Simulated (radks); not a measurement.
Results of a calculation; reference values are marked as such.
Problem. These are the eigenvalues of the occupied orbitals of an atom or ion with whole-number occupations (Ry). Code: a radial shooting solver on a logarithmic mesh with Libxc functionals. Model: scalar-relativistic Kohn-Sham, PBE, spin-unpolarised, spherical densities, finite nucleus; Fermi nuclear charge, rms radius of each element as measured or else 0.836 A^(1/3) + 0.57 fm.

orbital  eigenvalue
1s        -809.3153
2s        -104.4425
2p        -91.72949
3s        -15.99672
3p        -12.10814
3d         -5.73552

Which element is it, and in what charge state? The configuration may be excited.

Solution. Z = 32, germanium, charge +4: Ge4+ in [Ar] 3d10. The list shows which subshells hold electrons but not how many an open one holds; the 1s level, -404.66 hartree, gives Z - s = 28.4 by -(Z - s)^2/2, which with screening and relativity narrows Z to a few neighbours, and the depths of the outer levels then fix element, charge and occupations together.
